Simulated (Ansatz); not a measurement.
A short molecular-dynamics run on `[CH2]C[SiH2]F` radical.

```yaml
crystal:
  periodic: [false, false, false]
  atoms:
    - {symbol: C, position_ang: [-0.524237, 1.379683, 0.164858]}
    - {symbol: C, position_ang: [-0.747273, -0.071651, 0.288148]}
    - {symbol: Si, position_ang: [0.840863, -0.890396, -0.291289]}
    - {symbol: F, position_ang: [0.730669, -2.490012, -0.205179]}
    - {symbol: H, position_ang: [-0.719389, 1.894742, -0.766386]}
    - {symbol: H, position_ang: [-0.063089, 1.941116, 0.966563]}
    - {symbol: H, position_ang: [-0.941720, -0.381122, 1.319501]}
    - {symbol: H, position_ang: [-1.570213, -0.425538, -0.340173]}
    - {symbol: H, position_ang: [1.106795, -0.535505, -1.706222]}
    - {symbol: H, position_ang: [1.970796, -0.472516, 0.573179]}
basis:
  gaussian: {orbitals: "6-31G*"}
magnetization: {spin_polarized: true, initial_magnetization: 1}
hamiltonian: {xc: {name: revPBE}, dispersion: d4}
md: {timestep: 1 fs, n_steps: 30, ensemble: nve, temperature: 1000, initial_velocities: maxwell_boltzmann, seed: 219}
```

```sh
$ ansatz run in.yaml --threads 4 --pin off --events-out ev --progress --plain --max-ram 10444MiB
```

```tsv
step	time (fs)	potential energy (eV)	kinetic (eV)	T (K)	conserved (eV)
0	0.0	-12762.8596	1.0341	1000	-12761.8255
1	1.0	-12762.7532	0.9324	902	-12761.8208
2	2.0	-12762.5182	0.7096	686	-12761.8086
3	3.0	-12762.3377	0.5368	519	-12761.8009
4	4.0	-12762.3280	0.5236	506	-12761.8044
5	5.0	-12762.4385	0.6243	604	-12761.8142
6	6.0	-12762.5203	0.6990	676	-12761.8213
7	7.0	-12762.4668	0.6478	626	-12761.8189
8	8.0	-12762.3194	0.5115	495	-12761.8078
9	9.0	-12762.2405	0.4377	423	-12761.8028
10	10.0	-12762.2976	0.4865	470	-12761.8111
11	11.0	-12762.3753	0.5588	540	-12761.8165
12	12.0	-12762.3859	0.5728	554	-12761.8131
13	13.0	-12762.3682	0.5595	541	-12761.8087
14	14.0	-12762.3861	0.5775	559	-12761.8086
15	15.0	-12762.4446	0.6318	611	-12761.8128
16	16.0	-12762.4813	0.6629	641	-12761.8184
17	17.0	-12762.4185	0.5992	579	-12761.8192
18	18.0	-12762.2563	0.4452	431	-12761.8111
19	19.0	-12762.1229	0.3212	311	-12761.8017
20	20.0	-12762.1550	0.3505	339	-12761.8045
21	21.0	-12762.3115	0.4947	478	-12761.8168
22	22.0	-12762.4136	0.5920	572	-12761.8216
23	23.0	-12762.3787	0.5630	544	-12761.8157
24	24.0	-12762.2810	0.4726	457	-12761.8084
25	25.0	-12762.2257	0.4203	406	-12761.8054
26	26.0	-12762.2578	0.4508	436	-12761.8070
27	27.0	-12762.3523	0.5410	523	-12761.8113
28	28.0	-12762.4457	0.6314	611	-12761.8143
29	29.0	-12762.4975	0.6846	662	-12761.8128
30	30.0	-12762.5335	0.7230	699	-12761.8104
```

Velocities are drawn at the set temperature; a run this short doesn't reach equilibrium.

Frames (Å, forces in eV/Å):

```xyz
10
time=0.0 fs
C    -0.524    1.380    0.165   -0.024    0.107    0.006
C    -0.747   -0.072    0.288   -0.115    0.002    0.044
Si    0.841   -0.890   -0.291    0.236    0.566   -0.105
F     0.731   -2.490   -0.205   -0.083   -1.178    0.064
H    -0.719    1.895   -0.766   -0.054    0.187   -0.333
H    -0.063    1.941    0.967    0.176    0.203    0.276
H    -0.942   -0.381    1.320   -0.092   -0.110    0.355
H    -1.570   -0.426   -0.340   -0.302   -0.125   -0.200
H     1.107   -0.536   -1.706    0.039    0.167   -0.290
H     1.971   -0.473    0.573    0.218    0.180    0.183
10
time=1.0 fs
C    -0.531    1.366    0.165    0.193    1.754   -0.460
C    -0.752   -0.060    0.293   -0.671   -1.125   -0.591
Si    0.852   -0.890   -0.293   -0.926    0.160   -0.088
F     0.724   -2.488   -0.206   -0.122   -1.241    0.039
H    -0.737    1.902   -0.786    0.140   -0.272    0.491
H    -0.050    1.952    0.974   -0.211   -0.290   -0.339
H    -0.939   -0.340    1.331   -0.108   -0.301    0.416
H    -1.588   -0.474   -0.352    0.502    0.416    0.480
H     1.120   -0.549   -1.681    0.108    0.341   -0.808
H     1.944   -0.521    0.550    1.094    0.557    0.861
10
time=2.0 fs
C    -0.538    1.355    0.166    0.376    3.147   -0.838
C    -0.758   -0.049    0.298   -0.975   -2.213   -0.810
Si    0.863   -0.889   -0.294   -1.969   -0.186   -0.135
F     0.717   -2.486   -0.208   -0.156   -1.266    0.008
H    -0.753    1.907   -0.802    0.280   -0.583    1.028
H    -0.039    1.960    0.978   -0.498   -0.650   -0.752
H    -0.938   -0.303    1.347   -0.093   -0.443    0.308
H    -1.602   -0.518   -0.359    0.992    0.858    0.923
H     1.134   -0.560   -1.664    0.166    0.481   -1.208
H     1.928   -0.565    0.534    1.878    0.853    1.476
10
time=3.0 fs
C    -0.544    1.345    0.165    0.485    4.086   -1.103
C    -0.765   -0.040    0.302   -1.024   -3.109   -0.655
Si    0.873   -0.888   -0.295   -2.493   -0.334   -0.084
F     0.709   -2.485   -0.209   -0.181   -1.253   -0.028
H    -0.766    1.906   -0.807    0.341   -0.699    1.215
H    -0.032    1.962    0.975   -0.631   -0.813   -0.904
H    -0.937   -0.269    1.366   -0.051   -0.541    0.063
H    -1.605   -0.554   -0.357    1.172    1.143    1.119
H     1.150   -0.566   -1.659    0.185    0.552   -1.352
H     1.930   -0.600    0.533    2.196    0.967    1.729
10
time=4.0 fs
C    -0.550    1.339    0.164    0.499    4.447   -1.238
C    -0.772   -0.033    0.306   -0.844   -3.681   -0.261
Si    0.882   -0.887   -0.297   -2.297   -0.257    0.163
F     0.702   -2.484   -0.210   -0.190   -1.201   -0.068
H    -0.777    1.898   -0.801    0.315   -0.613    1.054
H    -0.032    1.956    0.963   -0.593   -0.763   -0.794
H    -0.938   -0.241    1.385    0.004   -0.613   -0.230
H    -1.598   -0.579   -0.344    1.092    1.255    1.096
H     1.167   -0.567   -1.666    0.152    0.538   -1.181
H     1.952   -0.627    0.549    1.863    0.888    1.459
10
time=5.0 fs
C    -0.556    1.337    0.161    0.400    4.145   -1.222
C    -0.780   -0.030    0.310   -0.413   -3.809    0.261
Si    0.890   -0.886   -0.298   -1.590   -0.055    0.514
F     0.695   -2.484   -0.211   -0.181   -1.114   -0.108
H    -0.784    1.885   -0.784    0.196   -0.322    0.545
H    -0.037    1.943    0.943   -0.376   -0.497   -0.429
H    -0.937   -0.218    1.402    0.057   -0.668   -0.476
H    -1.580   -0.592   -0.321    0.757    1.162    0.854
H     1.186   -0.563   -1.685    0.074    0.453   -0.759
H     1.993   -0.644    0.578    1.077    0.706    0.819
10
time=6.0 fs
C    -0.561    1.338    0.158    0.191    3.200   -1.045
C    -0.788   -0.029    0.313    0.328   -3.403    0.869
Si    0.898   -0.886   -0.299   -0.771    0.149    0.807
F     0.688   -2.485   -0.213   -0.153   -0.994   -0.145
H    -0.789    1.869   -0.763   -0.010    0.149   -0.272
H    -0.046    1.925    0.920    0.008   -0.041    0.154
H    -0.937   -0.202    1.415    0.098   -0.710   -0.609
H    -1.555   -0.594   -0.290    0.125    0.806    0.361
H     1.206   -0.554   -1.711   -0.026    0.328   -0.227
H     2.044   -0.655    0.615    0.210    0.518    0.106
10
time=7.0 fs
C    -0.566    1.341    0.154   -0.086    1.883   -0.762
C    -0.796   -0.031    0.318    1.384   -2.484    1.515
Si    0.906   -0.885   -0.300   -0.118    0.280    0.965
F     0.680   -2.486   -0.214   -0.108   -0.850   -0.177
H    -0.795    1.853   -0.744   -0.252    0.679   -1.193
H    -0.055    1.907    0.898    0.466    0.493    0.812
H    -0.935   -0.193    1.421    0.122   -0.735   -0.591
H    -1.528   -0.588   -0.255   -0.796    0.166   -0.375
H     1.225   -0.542   -1.739   -0.122    0.197    0.278
H     2.097   -0.661    0.653   -0.490    0.370   -0.472
10
time=8.0 fs
C    -0.571    1.346    0.149   -0.334    0.753   -0.519
C    -0.803   -0.036    0.323    2.509   -1.325    1.995
Si    0.913   -0.884   -0.301    0.273    0.321    1.009
F     0.673   -2.488   -0.215   -0.051   -0.689   -0.204
H    -0.802    1.845   -0.737   -0.412    1.019   -1.782
H    -0.060    1.893    0.883    0.795    0.882    1.249
H    -0.933   -0.190    1.422    0.127   -0.740   -0.415
H    -1.510   -0.581   -0.224   -1.760   -0.572   -1.151
H     1.244   -0.529   -1.765   -0.197    0.082    0.670
H     2.145   -0.663    0.687   -0.950    0.269   -0.851
10
time=9.0 fs
C    -0.577    1.352    0.144   -0.436    0.313   -0.438
C    -0.808   -0.041    0.330    3.129   -0.481    1.887
Si    0.921   -0.884   -0.301    0.424    0.295    0.993
F     0.665   -2.490   -0.217    0.016   -0.516   -0.227
H    -0.814    1.846   -0.746   -0.377    0.951   -1.640
H    -0.056    1.888    0.881    0.788    0.921    1.176
H    -0.929   -0.195    1.419    0.111   -0.724   -0.102
H    -1.508   -0.579   -0.203   -2.197   -0.948   -1.519
H     1.260   -0.514   -1.784   -0.248   -0.010    0.931
H     2.184   -0.663    0.713   -1.209    0.201   -1.062
10
time=10.0 fs
C    -0.583    1.358    0.138   -0.360    0.534   -0.465
C    -0.810   -0.046    0.339    2.852   -0.314    0.987
Si    0.929   -0.883   -0.301    0.412    0.236    0.968
F     0.657   -2.492   -0.219    0.090   -0.338   -0.245
H    -0.830    1.856   -0.771   -0.159    0.528   -0.848
H    -0.046    1.892    0.890    0.435    0.629    0.610
H    -0.924   -0.207    1.415    0.079   -0.686    0.272
H    -1.527   -0.586   -0.198   -1.721   -0.659   -1.194
H     1.274   -0.500   -1.794   -0.279   -0.080    1.083
H     2.212   -0.661    0.728   -1.350    0.151   -1.168
10
time=11.0 fs
C    -0.589    1.364    0.133   -0.185    0.959   -0.451
C    -0.810   -0.052    0.348    1.993   -0.554   -0.285
Si    0.937   -0.881   -0.300    0.280    0.145    0.959
F     0.650   -2.494   -0.221    0.168   -0.158   -0.260
H    -0.846    1.872   -0.805    0.116    0.006    0.128
H    -0.031    1.902    0.905   -0.059    0.220   -0.140
H    -0.918   -0.225    1.414    0.043   -0.616    0.569
H    -1.563   -0.600   -0.203   -0.667    0.014   -0.452
H     1.285   -0.486   -1.794   -0.289   -0.127    1.127
H     2.227   -0.658    0.732   -1.401    0.112   -1.196
10
time=12.0 fs
C    -0.595    1.371    0.126   -0.012    1.193   -0.325
C    -0.809   -0.059    0.358    1.122   -0.761   -1.315
Si    0.945   -0.880   -0.299    0.035    0.014    0.972
F     0.642   -2.497   -0.222    0.250    0.017   -0.270
H    -0.862    1.887   -0.837    0.336   -0.411    0.902
H    -0.016    1.914    0.918   -0.486   -0.115   -0.774
H    -0.912   -0.249    1.418    0.018   -0.496    0.642
H    -1.605   -0.613   -0.214    0.372    0.618    0.258
H     1.294   -0.474   -1.783   -0.275   -0.146    1.052
H     2.228   -0.653    0.725   -1.359    0.087   -1.141
10
time=13.0 fs
C    -0.601    1.379    0.120    0.111    1.095   -0.098
C    -0.806   -0.065    0.366    0.511   -0.770   -1.830
Si    0.953   -0.879   -0.298   -0.327   -0.148    1.004
F     0.635   -2.499   -0.225    0.334    0.183   -0.278
H    -0.875    1.899   -0.860    0.454   -0.650    1.330
H    -0.007    1.924    0.924   -0.747   -0.298   -1.156
H    -0.906   -0.278    1.429    0.014   -0.313    0.439
H    -1.643   -0.621   -0.221    1.105    0.961    0.726
H     1.300   -0.463   -1.762   -0.237   -0.136    0.861
H     2.216   -0.647    0.707   -1.217    0.076   -0.999
10
time=14.0 fs
C    -0.607    1.388    0.113    0.174    0.671    0.206
C    -0.804   -0.073    0.373    0.187   -0.611   -1.898
Si    0.961   -0.878   -0.297   -0.839   -0.341    1.038
F     0.628   -2.502   -0.227    0.420    0.335   -0.282
H    -0.883    1.904   -0.871    0.461   -0.705    1.394
H    -0.004    1.932    0.919   -0.818   -0.319   -1.260
H    -0.899   -0.310    1.443    0.029   -0.080    0.048
H    -1.671   -0.619   -0.222    1.506    1.059    0.944
H     1.303   -0.453   -1.733   -0.176   -0.094    0.554
H     2.192   -0.641    0.679   -0.944    0.086   -0.745
10
time=15.0 fs
C    -0.613    1.398    0.107    0.176   -0.039    0.574
C    -0.801   -0.081    0.378    0.119   -0.321   -1.699
Si    0.968   -0.877   -0.295   -1.564   -0.586    1.026
F     0.621   -2.504   -0.229    0.505    0.470   -0.282
H    -0.887    1.902   -0.869    0.357   -0.585    1.097
H    -0.010    1.937    0.902   -0.694   -0.186   -1.088
H    -0.893   -0.343    1.458    0.053    0.169   -0.371
H    -1.684   -0.607   -0.214    1.611    0.961    0.946
H     1.305   -0.444   -1.698   -0.090   -0.015    0.125
H     2.160   -0.634    0.644   -0.472    0.132   -0.328
10
time=16.0 fs
C    -0.619    1.407    0.101    0.108   -0.994    0.995
C    -0.798   -0.089    0.382    0.320    0.106   -1.361
Si    0.976   -0.877   -0.293   -2.519   -0.898    0.906
F     0.614   -2.506   -0.232    0.590    0.586   -0.279
H    -0.887    1.895   -0.855    0.145   -0.302    0.448
H    -0.021    1.940    0.874   -0.377    0.098   -0.650
H    -0.886   -0.374    1.469    0.076    0.393   -0.683
H    -1.682   -0.586   -0.196    1.410    0.688    0.739
H     1.306   -0.436   -1.663    0.013    0.094   -0.393
H     2.123   -0.626    0.606    0.233    0.230    0.277
10
time=17.0 fs
C    -0.625    1.416    0.095   -0.032   -2.097    1.421
C    -0.794   -0.098    0.384    0.858    0.694   -0.924
Si    0.982   -0.876   -0.290   -3.595   -1.243    0.653
F     0.608   -2.507   -0.234    0.674    0.681   -0.272
H    -0.886    1.885   -0.838   -0.145    0.084   -0.452
H    -0.037    1.944    0.840    0.099    0.500   -0.007
H    -0.878   -0.401    1.474    0.093    0.562   -0.814
H    -1.667   -0.558   -0.172    0.848    0.238    0.299
H     1.307   -0.426   -1.631    0.114    0.208   -0.900
H     2.088   -0.616    0.571    1.086    0.372    0.996
10
time=18.0 fs
C    -0.631    1.423    0.091   -0.208   -3.075    1.726
C    -0.790   -0.105    0.386    1.761    1.431   -0.413
Si    0.987   -0.876   -0.287   -4.497   -1.522    0.340
F     0.602   -2.509   -0.237    0.754    0.754   -0.261
H    -0.887    1.876   -0.825   -0.419    0.419   -1.293
H    -0.052    1.953    0.807    0.598    0.907    0.652
H    -0.869   -0.423    1.471    0.100    0.659   -0.741
H    -1.643   -0.528   -0.144   -0.093   -0.362   -0.368
H     1.310   -0.415   -1.607    0.182    0.281   -1.257
H     2.064   -0.602    0.545    1.822    0.508    1.614
10
time=19.0 fs
C    -0.637    1.427    0.089   -0.317   -3.506    1.760
C    -0.785   -0.112    0.388    2.792    2.176    0.007
Si    0.990   -0.877   -0.285   -4.836   -1.593    0.132
F     0.596   -2.510   -0.240    0.826    0.805   -0.247
H    -0.891    1.871   -0.824   -0.540    0.491   -1.611
H    -0.061    1.970    0.779    0.872    1.105    1.013
H    -0.859   -0.439    1.461    0.092    0.674   -0.471
H    -1.621   -0.502   -0.120   -1.166   -0.961   -1.089
H     1.314   -0.401   -1.596    0.194    0.269   -1.342
H     2.057   -0.583    0.535    2.083    0.539    1.848
10
time=20.0 fs
C    -0.643    1.429    0.087   -0.243   -3.138    1.519
C    -0.777   -0.116    0.390    3.327    2.640   -0.020
Si    0.992   -0.878   -0.282   -4.442   -1.375    0.123
F     0.591   -2.510   -0.243    0.885    0.834   -0.230
H    -0.901    1.871   -0.839   -0.444    0.229   -1.199
H    -0.061    1.998    0.761    0.738    0.914    0.874
H    -0.848   -0.448    1.447    0.068    0.612   -0.041
H    -1.609   -0.485   -0.107   -1.745   -1.271   -1.474
H     1.320   -0.384   -1.597    0.143    0.157   -1.130
H     2.070   -0.559    0.542    1.715    0.398    1.579
10
time=21.0 fs
C    -0.649    1.428    0.087    0.007   -2.188    1.154
C    -0.767   -0.119    0.391    2.880    2.641   -0.680
Si    0.992   -0.879   -0.279   -3.541   -0.934    0.235
F     0.586   -2.510   -0.246    0.927    0.842   -0.213
H    -0.914    1.872   -0.865   -0.209   -0.211   -0.339
H    -0.055    2.035    0.752    0.278    0.382    0.371
H    -0.837   -0.452    1.432    0.026    0.496    0.452
H    -1.614   -0.480   -0.108   -1.348   -1.123   -1.246
H     1.327   -0.366   -1.610    0.048   -0.029   -0.709
H     2.099   -0.531    0.564    0.932    0.123    0.975
10
time=22.0 fs
C    -0.656    1.425    0.088    0.301   -1.116    0.792
C    -0.754   -0.120    0.393    1.760    2.310   -1.606
Si    0.991   -0.881   -0.276   -2.522   -0.427    0.327
F     0.582   -2.510   -0.250    0.952    0.832   -0.194
H    -0.930    1.872   -0.895    0.038   -0.610    0.523
H    -0.045    2.075    0.746   -0.250   -0.259   -0.176
H    -0.826   -0.450    1.421   -0.025    0.377    0.838
H    -1.632   -0.485   -0.120   -0.287   -0.687   -0.604
H     1.335   -0.347   -1.629   -0.060   -0.236   -0.217
H     2.137   -0.502    0.596    0.093   -0.186    0.318
10
time=23.0 fs
C    -0.662    1.422    0.090    0.525   -0.256    0.484
C    -0.740   -0.118    0.392    0.615    1.875   -2.224
Si    0.990   -0.883   -0.273   -1.646    0.017    0.338
F     0.578   -2.509   -0.253    0.960    0.806   -0.174
H    -0.946    1.866   -0.919    0.217   -0.856    1.123
H    -0.039    2.113    0.738   -0.652   -0.800   -0.554
H    -0.814   -0.445    1.419   -0.068    0.315    0.939
H    -1.653   -0.497   -0.139    0.774   -0.239    0.055
H     1.342   -0.332   -1.650   -0.155   -0.419    0.226
H     2.176   -0.475    0.631   -0.570   -0.444   -0.212
10
time=24.0 fs
C    -0.668    1.418    0.092    0.641    0.268    0.244
C    -0.725   -0.115    0.390   -0.223    1.447   -2.269
Si    0.987   -0.885   -0.269   -0.998    0.345    0.287
F     0.575   -2.508   -0.256    0.954    0.766   -0.154
H    -0.959    1.852   -0.933    0.302   -0.926    1.386
H    -0.038    2.143    0.725   -0.857   -1.142   -0.704
H    -0.804   -0.437    1.425   -0.083    0.332    0.694
H    -1.666   -0.512   -0.157    1.488    0.088    0.521
H     1.348   -0.320   -1.669   -0.224   -0.553    0.559
H     2.210   -0.452    0.664   -0.999   -0.624   -0.565
10
time=25.0 fs
C    -0.673    1.414    0.094    0.656    0.433    0.092
C    -0.711   -0.111    0.387   -0.722    1.070   -1.835
Si    0.985   -0.887   -0.266   -0.539    0.570    0.219
F     0.572   -2.506   -0.260    0.935    0.712   -0.133
H    -0.970    1.828   -0.934    0.284   -0.834    1.310
H    -0.046    2.163    0.705   -0.858   -1.251   -0.636
H    -0.794   -0.426    1.438   -0.065    0.391    0.217
H    -1.666   -0.526   -0.170    1.818    0.280    0.767
H     1.351   -0.314   -1.683   -0.266   -0.635    0.775
H     2.234   -0.435    0.691   -1.242   -0.735   -0.778
10
time=26.0 fs
C    -0.678    1.411    0.096    0.579    0.233    0.053
C    -0.697   -0.106    0.381   -0.919    0.787   -1.146
Si    0.982   -0.889   -0.263   -0.207    0.719    0.173
F     0.570   -2.504   -0.264    0.905    0.646   -0.111
H    -0.977    1.797   -0.922    0.157   -0.597    0.891
H    -0.061    2.170    0.679   -0.656   -1.103   -0.372
H    -0.785   -0.411    1.453   -0.025    0.435   -0.296
H    -1.647   -0.537   -0.175    1.812    0.350    0.819
H     1.352   -0.313   -1.689   -0.283   -0.671    0.886
H     2.247   -0.425    0.711   -1.362   -0.799   -0.898
10
time=27.0 fs
C    -0.682    1.408    0.098    0.405   -0.315    0.125
C    -0.684   -0.101    0.375   -0.818    0.642   -0.366
Si    0.979   -0.890   -0.259    0.027    0.795    0.167
F     0.568   -2.502   -0.267    0.864    0.569   -0.088
H    -0.984    1.760   -0.901   -0.076   -0.245    0.156
H    -0.084    2.167    0.650   -0.254   -0.678    0.068
H    -0.776   -0.392    1.466    0.022    0.424   -0.690
H    -1.612   -0.544   -0.173    1.484    0.291    0.681
H     1.350   -0.319   -1.686   -0.274   -0.659    0.887
H     2.246   -0.422    0.722   -1.380   -0.824   -0.941
10
time=28.0 fs
C    -0.686    1.405    0.101    0.133   -1.095    0.224
C    -0.672   -0.095    0.369   -0.378    0.676    0.442
Si    0.976   -0.891   -0.256    0.173    0.798    0.204
F     0.566   -2.500   -0.271    0.813    0.481   -0.063
H    -0.991    1.721   -0.879   -0.370    0.149   -0.741
H    -0.108    2.157    0.621    0.297   -0.018    0.616
H    -0.766   -0.369    1.471    0.065    0.346   -0.883
H    -1.562   -0.549   -0.164    0.809    0.071    0.339
H     1.346   -0.332   -1.676   -0.238   -0.598    0.775
H     2.232   -0.428    0.724   -1.303   -0.812   -0.912
10
time=29.0 fs
C    -0.690    1.401    0.103   -0.190   -1.768    0.155
C    -0.660   -0.088    0.363    0.381    0.893    1.232
Si    0.973   -0.892   -0.252    0.230    0.732    0.274
F     0.565   -2.497   -0.275    0.751    0.386   -0.035
H    -1.001    1.683   -0.864   -0.604    0.464   -1.431
H    -0.130    2.147    0.598    0.825    0.668    1.102
H    -0.757   -0.342    1.468    0.093    0.207   -0.847
H    -1.504   -0.553   -0.152   -0.179   -0.327   -0.197
H     1.339   -0.350   -1.658   -0.175   -0.491    0.557
H     2.205   -0.441    0.718   -1.132   -0.764   -0.810
10
time=30.0 fs
C    -0.694    1.395    0.106   -0.440   -1.862   -0.234
C    -0.647   -0.081    0.357    1.208    1.172    1.846
Si    0.970   -0.893   -0.248    0.160    0.579    0.342
F     0.565   -2.494   -0.278    0.678    0.283   -0.003
H    -1.018    1.650   -0.863   -0.630    0.606   -1.505
H    -0.144    2.144    0.586    1.054    1.008    1.281
H    -0.746   -0.314    1.458    0.102    0.021   -0.580
H    -1.449   -0.561   -0.142   -1.215   -0.800   -0.775
H     1.331   -0.372   -1.634   -0.088   -0.339    0.233
H     2.168   -0.462    0.704   -0.829   -0.667   -0.605
```

It took 51 s on 4 threads of an Arm Neoverse N1 on a shared host, with 0.41 GiB of host memory at the peak.
